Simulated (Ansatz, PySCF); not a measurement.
The PySCF input:
```python
from pyscf import gto, scf, cc

mol = gto.Mole()
mol.atom = '''
    C    -2.75616312   -0.20561197    0.21276207
    C    -1.78454608    0.34115459   -0.75813841
    C    -0.36833833   -0.07787926   -0.76501162
    C     0.47699560    0.72934297    0.24942291
    C     1.96728692    0.39989938    0.18541199
    C     2.29100802   -1.01760492    0.64259801
    H    -2.43036344   -1.17449609    0.58708687
    H    -3.74337372   -0.31406975   -0.24055654
    H    -2.88342474    0.46072730    1.07634029
    H    -2.06746123    1.21659395   -1.31898910
    H     0.06525893    0.07423610   -1.75750878
    H    -0.29501304   -1.13731544   -0.50994433
    H     0.10161226    0.53347479    1.25569411
    H     0.33847710    1.79290047    0.04232314
    H     2.32530831    0.54255798   -0.83693164
    H     2.50353754    1.10698358    0.82389160
    H     1.85952607   -1.75394638   -0.03040284
    H     1.90061025   -1.19301961    1.64295739
    H     3.36784771   -1.17043147    0.66376993
'''
mol.basis = 'sto-3g'
mol.spin = 1
mol.verbose = 4
mol.build()

mf = scf.UHF(mol)
mf.kernel()

mycc = cc.CCSD(mf, frozen=6)
mycc.kernel()
et = mycc.ccsd_t()
print('E(CCSD(T)) = %.10f' % (mycc.e_tot + et))
```

**Question.** Give the equivalent Ansatz (a program for electronic structure) input.

**Answer.** One answer among several that fit: 
Ansatz 0.2 input:
```yaml
crystal:
  periodic: [false, false, false]
  atoms:
    - {symbol: C, position_ang: [-2.75616312, -0.20561197, 0.21276207]}
    - {symbol: C, position_ang: [-1.78454608, 0.34115459, -0.75813841]}
    - {symbol: C, position_ang: [-0.36833833, -0.07787926, -0.76501162]}
    - {symbol: C, position_ang: [0.47699560, 0.72934297, 0.24942291]}
    - {symbol: C, position_ang: [1.96728692, 0.39989938, 0.18541199]}
    - {symbol: C, position_ang: [2.29100802, -1.01760492, 0.64259801]}
    - {symbol: H, position_ang: [-2.43036344, -1.17449609, 0.58708687]}
    - {symbol: H, position_ang: [-3.74337372, -0.31406975, -0.24055654]}
    - {symbol: H, position_ang: [-2.88342474, 0.46072730, 1.07634029]}
    - {symbol: H, position_ang: [-2.06746123, 1.21659395, -1.31898910]}
    - {symbol: H, position_ang: [0.06525893, 0.07423610, -1.75750878]}
    - {symbol: H, position_ang: [-0.29501304, -1.13731544, -0.50994433]}
    - {symbol: H, position_ang: [0.10161226, 0.53347479, 1.25569411]}
    - {symbol: H, position_ang: [0.33847710, 1.79290047, 0.04232314]}
    - {symbol: H, position_ang: [2.32530831, 0.54255798, -0.83693164]}
    - {symbol: H, position_ang: [2.50353754, 1.10698358, 0.82389160]}
    - {symbol: H, position_ang: [1.85952607, -1.75394638, -0.03040284]}
    - {symbol: H, position_ang: [1.90061025, -1.19301961, 1.64295739]}
    - {symbol: H, position_ang: [3.36784771, -1.17043147, 0.66376993]}
basis:
  gaussian:
    orbitals: STO-3G
magnetization: {spin_polarized: true, initial_magnetization: 1}
correlation: {method: ccsd_t, electrons: outside_noble_gas}
accuracy: high
```

Both were run: PySCF gave -232.376833 Eh and Ansatz -232.376833 Eh, 0.000 mEh apart.
